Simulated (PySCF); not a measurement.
**[C6H11NO]-: g tensor and hyperfine couplings**

C6H11NO (charge -1 and doublet state).
SMILES with atom numbers: `[CH2:1]=[CH:2][C:3]([O-:4])[N:5]([CH3:6])[CH2:7][CH3:8]` (hydrogens: H9, H10 on C1; H11 on C2; H12, H13, H14 on C6; H15, H16 on C7; H17, H18, H19 on C8)

Geometry (GFN2-xTB, Å), atoms numbered from 1 in this order:
```xyz
19
C6H11NO angstrom
C      2.564   -0.521    0.442
C      1.994    0.314   -0.502
C      0.636    0.504   -0.774
O      0.159    1.329   -1.608
N     -0.284   -0.345    0.004
C     -0.357   -1.676   -0.551
C     -1.598    0.241    0.157
C     -1.515    1.526    0.972
H      3.636   -0.567    0.569
H      1.964   -1.087    1.133
H      2.666    0.903   -1.123
H     -0.876   -1.710   -1.529
H     -0.894   -2.341    0.139
H      0.656   -2.049   -0.686
H     -2.237   -0.490    0.676
H     -2.062    0.467   -0.822
H     -2.512    1.920    1.172
H     -0.943    2.257    0.409
H     -1.006    1.333    1.914
```

The hyperfine couplings belong to this conformer and change with its torsions.

Theory: UKS B3LYP, pcH-1 on C H N O, non-relativistic, mean-field spin-orbit, GIAO in PySCF 2.14.0. Whether the extra electron is bound in the gas phase wasn't checked; a finite basis holds it in any case. A GFN2-xTB geometry isn't a minimum of the functional, and hyperfine couplings can be far from their values at a DFT geometry, by a factor of two or more for some ions and for spin on atoms past the first row. No stability test was run, so a lower SCF solution isn't excluded.

* g1, g2, g3: 2.00215, 2.00432, 2.00441
* g_iso: 2.00363
* Form of g: close to axial: the two nearest values differ by 4 % of g3 − g1
* ⟨S²⟩: 0.7591 (exact 0.7500)
* HOMO–LUMO gap, α and β orbitals: 3.20, 5.31 eV
* Total energy: -365.23985 Eh

Hyperfine couplings atom by atom, in MHz; T1 to T3 are the principal values of the dipolar part:

| atom | isotope | a_iso | T1 | T2 | T3 | Mulliken spin population |
| --- | --- | --- | --- | --- | --- | --- |
| C1 | 13C | 40.4 | -41.7 | -40.6 | 82.3 | 0.57 |
| C2 | 13C | -20.1 | -7.8 | -3.9 | 11.7 | 0.00 |
| C3 | 13C | 11.0 | -24.1 | -20.8 | 44.9 | 0.24 |
| O4 | 17O | -21.0 | -79.1 | 38.8 | 40.3 | 0.23 |
| N5 | 14N | -1.3 | -0.7 | -0.3 | 0.9 | 0.00 |
| C6 | 13C | 13.8 | -1.3 | -0.7 | 2.0 | 0.01 |
| C7 | 13C | 0.9 | -0.8 | -0.4 | 1.2 | 0.00 |
| C8 | 13C | 1.9 | -0.5 | -0.3 | 0.8 | 0.00 |
| H9 | 1H | -33.1 | -21.2 | 1.1 | 20.0 | -0.03 |
| H10 | 1H | -32.7 | -19.3 | 0.9 | 18.4 | -0.02 |
| H11 | 1H | -4.3 | -3.8 | -2.4 | 6.1 | 0.00 |
| H12 | 1H | -1.0 | -1.7 | -1.3 | 3.1 | 0.00 |
| H13 | 1H | 1.9 | -1.4 | -1.0 | 2.5 | 0.01 |
| H14 | 1H | 2.5 | -3.7 | -0.1 | 3.8 | 0.00 |
| H15 | 1H | 0.3 | -1.1 | -0.8 | 1.9 | 0.00 |
| H16 | 1H | 2.2 | -2.0 | -1.4 | 3.4 | 0.00 |
| H17 | 1H | -0.3 | -0.8 | -0.6 | 1.4 | 0.00 |
| H18 | 1H | 0.1 | -2.7 | -1.3 | 4.0 | 0.00 |
| H19 | 1H | 0.3 | -1.4 | -0.9 | 2.3 | 0.00 |

The largest Mulliken spin populations are on C1 (+0.57), C3 (+0.24) and O4 (+0.23). Three atoms exceed +0.15. The angles at C1 add up to 359.8°, so it is planar.

The SMILES `C=C[C]([O-])N(C)CC` draws the unpaired electron on C3, whose computed spin population is only +0.24.

Axes: g2 points within 12° of the C1–H10 bond and g3 points within 13° of the C2–C3 bond.

Under fast tumbling the dipolar parts average out, and these isotropic splittings remain: 1 × 1H (H9, I = 1/2, 2 lines) with 1.18 mT, 1 × 1H (H10, I = 1/2, 2 lines) with 1.17 mT, 1 × 1H (H11, I = 1/2, 2 lines) with 0.15 mT, 1 × 14N (N5, I = 1, 3 lines) with 0.05 mT, 2 × 1H (H15/H16, I = 1/2, 3 lines) with 0.05 mT and 3 × 1H (H12/H13/H14, I = 1/2, 4 lines) with 0.04 mT.

Nuclei that the bonding pattern makes equivalent are averaged, as if the motion that swaps them (rotation, inversion, ring flip) were fast.

The 13C coupling of C1 (40.4 MHz) shows only in satellite lines or after enrichment, since that isotope makes up about 1.07 % of natural carbon.

The 17O coupling of O4 (-21.0 MHz) shows only in satellite lines or after enrichment, since that isotope makes up about 0.038 % of natural oxygen.
